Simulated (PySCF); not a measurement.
Ta(S)(F)(OH)2 (FH₂O₂STa), SMILES [OH][Ta](=[S])([OH])[F], multiplicity 1.

Geometry: B3LYP-D3(BJ)/def2-SVP. The multiplicity is an assumed one; no other spin state was optimised. The structure was generated by enumeration; whether it is a known compound was not checked. The def2 effective core potentials stand for the cores of Ta; spin–orbit coupling is left out. One conformer was computed; it need not be the lowest.

Calculation: PBE/def2-TZVP (PySCF).

Symmetry labels are those of the subgroup Cs that the program uses (full group Cs).

Question: List the valence orbital energies around the gap with their symmetry. (An estimate is asked for; the answer gives what the named calculation found.)

Answer: 
```csv
orbital,symmetry,energy (eV)
HOMO−7,A',-10.39
HOMO−6,A',-9.64
HOMO−5,A",-8.98
HOMO−4,A',-8.80
HOMO−3,A",-8.36
HOMO−2,A',-7.44
HOMO−1,A",-6.58
HOMO,A',-6.50
LUMO,A",-2.29
LUMO+1,A',-2.10
LUMO+2,A',-1.24
LUMO+3,A",-1.10
```
